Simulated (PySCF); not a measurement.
## Broadened absorption spectrum of C8H13NSi

Compound: C8H13NSi.
InChI=1S/C8H13NSi/c1-10(2,3)8-4-6-9-7-5-8/h4-7H,1-3H3

Method used: PySCF, TDDFT PBE0/def2-SVPD, vertical, gas phase, core orbitals frozen in the response. Isolated species at its PBE0-D3(BJ)/def2-SVP geometry, gas phase. Torsions of this conformer, `[CH3:1][Si:2]([CH3:3])([CH3:4])[c:5]1[cH:6][cH:7][n:8][cH:9][cH:10]1`: C1–Si2–C5–C6 -112°.

Each state is given a Gaussian of 0.25 eV full width at half maximum, with ε(max) = 2.175×10⁸ f / Δν̃ (Δν̃ the width in cm⁻¹). The cross-section is σ = 3.8235×10⁻²¹ ε cm², given in Mb (10⁻¹⁸ cm²). The width is an assumption, not a result. The curve ends short of the highest state used, and states not computed would add to its high-energy end.

```tsv
E (eV)	σ (Mb)
4.22	0.01
4.28	0.03
4.34	0.14
4.40	0.46
4.47	1.21
4.53	1.97
4.59	2.33
4.65	2.01
4.72	1.12
4.78	0.48
4.84	0.15
4.91	0.03
4.97	0.01
5.03	0.02
5.09	0.07
5.16	0.45
5.22	1.69
5.28	4.62
5.34	9.20
5.41	13.73
5.47	13.68
5.53	9.91
5.59	5.21
5.66	1.65
5.72	0.44
5.78	0.10
5.84	0.13
5.91	0.73
5.97	2.49
6.03	6.17
6.09	11.10
6.16	14.71
6.22	13.26
6.28	8.70
6.35	3.80
6.41	2.73
```

(1) Where are the band maxima, and which computed states make them?

(2) On this curve, what absorbance would a 10⁻⁴ mol/L sample give at 248 nm over a 1 cm path?

(3) Coming from long wavelengths, where does ε first pass 100 L mol⁻¹ cm⁻¹?

Answers

(1) 270 nm (4.59 eV), ε about 610, made up of S1 (100%); 228 nm (5.44 eV), ε about 3700, made up of S3 (100%); 201 nm (6.17 eV), ε about 3900, made up of S4 (100%) (ε in L mol⁻¹ cm⁻¹; maxima over ε = 5, shares over 10%). At its high-energy end, 6.41 eV, the curve is still rising (ε about 710, from S4 and S6). The states used: S1 4.59 eV (f 0.0057); S2 5.04 eV (f 0.0000); S3 5.44 eV (f 0.035); S4 6.17 eV (f 0.036); S5 6.64 eV (f 0.0045); S6 6.72 eV (f 0.231); S7 6.73 eV (f 0.0070); S8 6.79 eV (f 0.162); S9 6.99 eV (f 0.170); S10 7.01 eV (f 0.036).

(2) 248 nm is 4.999 eV, where ε is about 4.1 L mol⁻¹ cm⁻¹, so A = ε c l ≈ 0.00041 (Beer–Lambert, with the gas-phase spectrum and the assumed width).

(3) At about 282 nm (4.39 eV), 0.20 eV below S1.

All these states lie below the vertical ionisation energy of 9.05 eV (ΔSCF).
